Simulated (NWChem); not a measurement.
System: C3H3BF2; SMILES FB(C=C=C)F

The following NWChem deck was run.

```
start job
memory heap 200 mb stack 900 mb global 1100 mb
geometry units angstroms noautoz
  C      0.243178     2.685032     0.000000
  C     -0.324086     1.501200     0.000000
  C     -0.870600     0.293485     0.000000
  B     -0.003915    -0.992181     0.000000
  F     -0.575671    -2.198587     0.000000
  F      1.328103    -0.954684     0.000000
  H      0.491515     3.199309     0.943783
  H      0.491515     3.199309    -0.943783
  H     -1.973404     0.208452     0.000000
end
basis spherical
  * library def2-svp
end
dft
  xc b3pw91
  iterations 150
  mulliken
end
task dft energy
```

The geometry was optimised at PBE-D3(BJ)/def2-SVP.

Q: What results follow from this input? (B3PW91/def2-SVP.) Quantities: energy (Ha); highest occupied level (eV); orbital gap (eV); dipole (D).

A: 
```
Quantity                       Value
---------------------------  -------
energy (Ha)                  -340.35
highest occupied level (eV)    -7.82
orbital gap (eV)                6.30
dipole (D)                      2.18
```
